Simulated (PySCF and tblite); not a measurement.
The numbers below are computed, except where a source is named.
trans-1,2-dimethylcyclohexane, C₈H₁₆, numbered as in [CH3:1][C@@H:2]1[CH2:3][CH2:4][CH2:5][CH2:6][C@H:7]1[CH3:8].

Search: ETKDG and KDG, MMFF94s, GFN2-xTB, 90 starts; geometries at PBE0-D3(BJ)/def2-SVP. Energies: B3LYP-D3(BJ)/def2-SVPD (IEF-PCM, chloroform), with GFN2-xTB thermal terms (modes under about 100 cm⁻¹ blended into free rotors). Symmetry numbers and mirror images are counted. Conformers within 3 kcal/mol (GFN2-xTB free energy) were kept, 6 at most. GIAO shieldings: PBE0/pcSseg-1 (IEF-PCM, chloroform). Shifts are against TMS (¹H), TMS (¹³C) at the same level; of two unlike H on one atom, a is the less shielded. Run with PySCF (density fitting) and tblite.

Q: What shifts does this protocol give at 298.15 K under fast conformational exchange?

A: ¹H: 1.57 (H4a/H5a, 2H), 1.45 (H3a/H6a, 2H), 1.19 (H4b/H5b, 2H), 0.89 (H1/H8, 6H), 0.82 (H3b/H6b, 2H), 0.61 (H2/H7, 2H) ppm. ¹³C: 41.0 (C2/C7), 38.0 (C3/C6), 29.6 (C4/C5), 22.1 (C1/C8) ppm.

Q: How do the conformers differ?

A: The 6-ring runs over atoms 2–3–4–5–6–7.
```csv
conformer,shape,weight %
1,6-ring chair (all substituents equatorial),98.5
2,"6-ring chair (C1, C8 axial)",1.5
```

```json
{"signal": "H1/H8", "1": "0.89", "2": "1.08", "average": "0.89"}
{"signal": "H2/H7", "1": "0.61", "2": "1.27", "average": "0.61"}
{"signal": "H3a/H6a", "1": "1.45", "2": "1.69", "average": "1.45"}
{"signal": "H3b/H6b", "1": "0.81", "2": "1.09", "average": "0.82"}
{"signal": "H4a/H5a", "1": "1.57", "2": "1.43", "average": "1.57"}
{"signal": "H4b/H5b", "1": "1.19", "2": "1.22", "average": "1.19"}
{"signal": "C1/C8", "1": "22.1", "2": "21.2", "average": "22.1"}
{"signal": "C2/C7", "1": "41.1", "2": "35.7", "average": "41.0"}
{"signal": "C3/C6", "1": "38.1", "2": "28.6", "average": "38.0"}
{"signal": "C4/C5", "1": "29.7", "2": "23.2", "average": "29.6"}
```

Shifts are unscaled: against experiment ¹³C can be off by 15 ppm or more and ¹H by 0.8 ppm.
